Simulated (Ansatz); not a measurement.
Ansatz (a program for electronic structure) input (RI-MP2/def2-QZVPP):
A basis named .json is the Basis Set Exchange file of that set.

Ansatz 0.2 input:
```yaml
crystal:
  periodic: [false, false, false]
  atoms:
    - {symbol: Ni, position_ang: [-0.00000000, -0.00000000, -1.23743486]}
    - {symbol: Br, position_ang: [0.00000000, 0.00000000, 0.98994789]}
basis:
  gaussian:
    orbitals: def2-QZVPP.json
    fitting: {mean_field: def2-universal-jkfit, correlation: def2-QZVPP-RIFIT.json}
magnetization: {spin_polarized: true, initial_magnetization: 1}
correlation: {method: mp2, electrons: outside_noble_gas}
```

Output:

```
Functional definition: HF
integrals: 0.19 GiB planned
530 factors; integrals over basis functions are off by at most 1.3e0 eV
614 factors; integrals over basis functions are off by at most 1.3e1 eV
mean field: 0.73 GiB planned
mean field evaluation 1: about -110984.1111 eV, gradient 8.4e1 eV
mean field evaluation 2: about -110233.8293 eV, gradient 3.3e2 eV
mean field evaluation 4: about -110998.2730 eV, gradient 1.9e1 eV
mean field evaluation 8: about -110998.6533 eV, gradient 1.6e1 eV
mean field evaluation 16: about -111005.1744 eV, gradient 2.3e-6 eV
mean field evaluation 32: about -111006.0347 eV, gradient 6.6e-1 eV
mean field evaluation 64: about -111005.1909 eV, gradient 2.7e-4 eV
mean field evaluation 96: about -111005.8839 eV, gradient 9.8e0 eV
mean field evaluation 128: about -111004.9710 eV, gradient 6.3e0 eV
mean field evaluation 160: about -111006.0123 eV, gradient 4.9e0 eV
mean field -111006.03775781 eV, -4079.3966450048 hartree, gradient 2.1e-6 eV, S^2 1.736724; 16 other end points of the search recorded, 0 dependent functions left out
23 core orbitals not correlated
reference -111006.03775781 eV, -4079.3966450048 hartree; 9, 8 occupied and 157, 158 virtual orbitals, 614 factors
second order -13.85318829 eV of doubles, -0.00000000 eV of singles
Total energy: -111019.89094610 eV, -4079.9057402843 hartree
```

The spin state was set by rule; other spins were not relaxed.

The determinant is spin-contaminated: <S^2> is 1.74 against 0.75 for a pure state.
